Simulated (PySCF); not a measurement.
How methods differ on the ionisation energy of F⁺

F⁺ [He] 2s2 2p4 (3P) → F²⁺ [He] 2s2 2p3 (4S), as a difference of total energies. Computed with PySCF 2.14 in x2c-TZVPall, with the spin-free X2C one-electron Hamiltonian (Gaussian nucleus). Correlated levels: valence: 1s2 frozen. The calculations carry no spin-orbit coupling.

```json
{"method": "UHF", "ionisation energy (eV)": "33.395"}
{"method": "LDA", "ionisation energy (eV)": "35.245"}
{"method": "PBE0", "ionisation energy (eV)": "35.243"}
{"method": "MP2 (valence)", "ionisation energy (eV)": "34.586"}
{"method": "SCS-MP2 (valence)", "ionisation energy (eV)": "34.679"}
{"method": "CCSD (valence)", "ionisation energy (eV)": "34.626"}
{"method": "CCSD(T) (valence)", "ionisation energy (eV)": "34.647"}
```

How much does correlation contribute at CCSD(T) (valence)?

34.647 − (33.395) = 1.252 eV, measured against UHF.

Errors of the correlated levels include the incompleteness of this basis and the frozen core.

For comparison: 34.950 eV (measured; NIST levels, between the centres of gravity of the two terms).
